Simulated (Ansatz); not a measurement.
Wavefunction ladder for C8H10O2S (`Cc1ccc(S(C)(=O)=O)cc1`)

Z-matrix (Å, degrees):
```
C
C 1 1.497
H 1 1.094 2 110.5
H 1 1.091 2 111.4 3 119.4
H 1 1.091 2 111.4 3 -119.4
C 2 1.393 1 120.7 3 -89.2
C 2 1.393 1 120.7 3 89.2
C 6 1.384 2 121.1 1 178.4
H 6 1.085 2 119.4 1 -1.2
C 7 1.384 2 121.1 1 -178.4
H 7 1.085 2 119.4 1 1.2
C 8 1.387 6 119.2 2 0.2
H 8 1.083 6 121.2 2 -178.6
H 10 1.083 7 121.2 2 178.6
S 12 1.765 8 119.6 6 179.7
C 15 1.771 12 103.6 8 -90.0
O 15 1.437 12 108.2 8 23.9
O 15 1.437 12 108.2 8 156.2
H 16 1.089 15 109.3 12 -61.0
H 16 1.089 15 109.3 12 61.0
H 16 1.091 15 105.9 12 -180.0
```

Charge 0, multiplicity 1. The structure was optimised at the PBE0-D4/def2-TZVP level. It is one conformer, not always the lowest. Frozen core, restricted reference, Ansatz 0.2.0. CBS rows extrapolate triple and quadruple zeta; past MP2 they add the triple-zeta difference.

| basis | HF (Eh) | MP2 corr. |
| --- | --- | --- |
| def2-SVP | -855.46992 | -1.57323 |
| def2-TZVPP | -856.19099 | -1.95159 |
| def2-QZVPP | -856.22466 | -2.08974 |

Q: Estimate the CCSD correlation energy and the (T) correction in each basis where they were run (hartree).

A: 
```csv
basis,CCSD corr.,(T)
def2-SVP,-1.63495,-0.06423
def2-TZVPP,-1.98688,-0.09924
CBS(def2),-2.22738,as TZ
```
